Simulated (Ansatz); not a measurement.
Ge₃H₁₄Si₃, SMILES `[SiH3][SiH2][GeH2][GeH2][SiH2][GeH3]`. Total charge 0; spin multiplicity 1. Correlated methods include outer-core shells of Ge, which these sets cover unevenly. Scalar relativity is left out up to krypton.

```xyz
20

Si    2.095   -1.650    0.538
Si   -0.103   -2.437    0.667
Ge   -1.569   -1.292   -0.822
Ge   -2.270    0.842    0.101
Si   -0.373    2.104    0.781
Ge    1.155    2.267   -1.036
H     2.175   -0.230    0.972
H     2.585   -1.749   -0.863
H     2.983   -2.461    1.415
H    -0.103   -3.891    0.340
H    -0.611   -2.281    2.059
H    -0.859   -1.051   -2.167
H    -2.814   -2.158   -1.099
H    -3.206    0.584    1.298
H    -3.064    1.623   -0.963
H    -0.772    3.468    1.225
H     0.277    1.412    1.927
H     0.579    3.194   -2.120
H     2.517    2.823   -0.587
H     1.380    0.882   -1.668
```

Question: Give the diagnostics of a CCSD(T)/def2-TZVPP run (frozen core, Ansatz 0.2.0). (An estimate is asked.)

Answer: The calculation gave: T1 = 0.0125, largest single amplitude 0.016, largest double 0.017, (T) share of the correlation energy 3.6 %, 8 CCSD cycles. The RHF solution is stable towards an unrestricted one. T1 lies under the customary mark of 0.02 for closed shells.
